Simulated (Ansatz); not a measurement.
Input for Ansatz (an electronic-structure program): U-PBE0/def2-TZVPP on TaO+, 2S+1 = 7, a spin state set in the input, which need not be the lowest. Charge +1. Elements past Kr take the def2 small-core potentials; no spin–orbit coupling.

Ansatz 0.2 input:
```yaml
crystal:
  periodic: [false, false, false]
  atoms:
    - {symbol: Ta, position_ang: [0.00000000, 0.00000000, 0.00000000]}
    - {symbol: O, position_ang: [0.00000000, 0.00000000, 2.24200000]}
basis:
  gaussian:
    orbitals: def2-TZVPP
hamiltonian:
  xc: {name: PBE0}
total_charge: 1
magnetization: {spin_polarized: true, initial_magnetization: 6}
relax: {f_tol: 0.002, max_steps: 120}
```

Output:

```
WARN ansatz: RAYON_NUM_THREADS=2 ignored (pool sized by the plan → 2); use --threads N
Functional definition: PBE0
integrals: 0.02 GiB planned
559 factors; their error is unknown
mean field: 0.26 GiB planned
mean field evaluation 1: about -3578.3501 eV, gradient 2.7e1 eV
mean field evaluation 2: about -3578.9138 eV, gradient 2.4e1 eV
mean field evaluation 4: about -3580.9884 eV, gradient 8.0e-1 eV
mean field evaluation 8: about -3580.9990 eV, gradient 1.1e-1 eV
mean field evaluation 16: about -3580.9991 eV, gradient 4.1e-5 eV
mean field evaluation 32: about -3580.9991 eV, gradient 1.2e-5 eV
mean field -3580.99907072 eV, -131.5992885608 hartree, gradient 1.2e-5 eV, S^2 12.004805; 2 other end points of the search recorded, 0 dependent functions left out
the calculation of the forces begins
reference -3580.99910365 eV, -131.5992897708 hartree; 13, 7 occupied and 74, 80 virtual orbitals, 559 factors
relax step   1: F+E_penalty+E_count = -3580.99907072 eV  Δ(F+E_penalty+E_count) = +0.000e0 eV  max|allowed force component| = 1.429e0 eV/Å  Δτ_max = 0.0000 Å  (83 SCF iters, accepted)
these checks for a lower state are left out or cut short: starts, cluster_reference, orbital_swaps, neighbouring_geometries, increment
integrals: 0.02 GiB planned
559 factors; their error is unknown
mean field: 0.26 GiB planned
mean field -3581.12881532 eV, -131.6040565866 hartree, gradient 5.1e-6 eV, S^2 12.005082; 0 other end points of the search recorded, 0 dependent functions left out
the calculation of the forces begins
reference -3581.12884813 eV, -131.6040577925 hartree; 13, 7 occupied and 74, 80 virtual orbitals, 559 factors
relax step   2: F+E_penalty+E_count = -3581.12881532 eV  Δ(F+E_penalty+E_count) = -1.297e-1 eV  max|allowed force component| = 1.165e-1 eV/Å  Δτ_max = 0.0972 Å  (63 SCF iters, accepted)
these checks for a lower state are left out or cut short: starts, cluster_reference, orbital_swaps, neighbouring_geometries, increment
integrals: 0.02 GiB planned
559 factors; their error is unknown
mean field: 0.26 GiB planned
mean field -3581.13064218 eV, -131.6041237225 hartree, gradient 1.4e-5 eV, S^2 12.005135; 0 other end points of the search recorded, 0 dependent functions left out
the calculation of the forces begins
reference -3581.13067499 eV, -131.6041249284 hartree; 13, 7 occupied and 74, 80 virtual orbitals, 559 factors
relax step   3: F+E_penalty+E_count = -3581.13064218 eV  Δ(F+E_penalty+E_count) = -1.827e-3 eV  max|allowed force component| = 9.166e-3 eV/Å  Δτ_max = 0.0149 Å  (62 SCF iters, accepted)
these checks for a lower state are left out or cut short: starts, cluster_reference, orbital_swaps, neighbouring_geometries, increment
integrals: 0.02 GiB planned
559 factors; their error is unknown
mean field: 0.26 GiB planned
mean field evaluation 64: about -3581.1307 eV, gradient 6.4e-4 eV
mean field -3581.13065491 eV, -131.6041241905 hartree, gradient 6.1e-6 eV, S^2 12.005140; 0 other end points of the search recorded, 0 dependent functions left out
the calculation of the forces begins
reference -3581.13068773 eV, -131.6041253963 hartree; 13, 7 occupied and 74, 80 virtual orbitals, 559 factors
relax step   4: F+E_penalty+E_count = -3581.13065491 eV  Δ(F+E_penalty+E_count) = -1.273e-5 eV  max|allowed force component| = 4.384e-4 eV/Å  Δτ_max = 0.0015 Å  (62 SCF iters, accepted)
integrals: 0.02 GiB planned
559 factors; their error is unknown
mean field: 0.26 GiB planned
mean field evaluation 96: about -3580.9530 eV, gradient 2.6e0 eV
mean field -3581.13065491 eV, -131.6041241905 hartree, gradient 6.1e-6 eV, S^2 12.005140; 3 other end points of the search recorded, 0 dependent functions left out
the calculation of the forces begins
reference -3581.13068773 eV, -131.6041253963 hartree; 13, 7 occupied and 74, 80 virtual orbitals, 559 factors
Total energy: -3581.13068773 eV, -131.6041253963 hartree
Atom 0 at    -0.000000     0.000000    -0.113582 Å, force     0.000000    -0.000000     0.000438 eV/Å
Atom 1 at     0.000000    -0.000000     2.355582 Å, force    -0.000000     0.000000    -0.000438 eV/Å
Dipole moment:    -0.000000    -0.000000     0.129043 e Å
```

Self-consistency was reached.

Cost: very roughly 23 core-seconds.
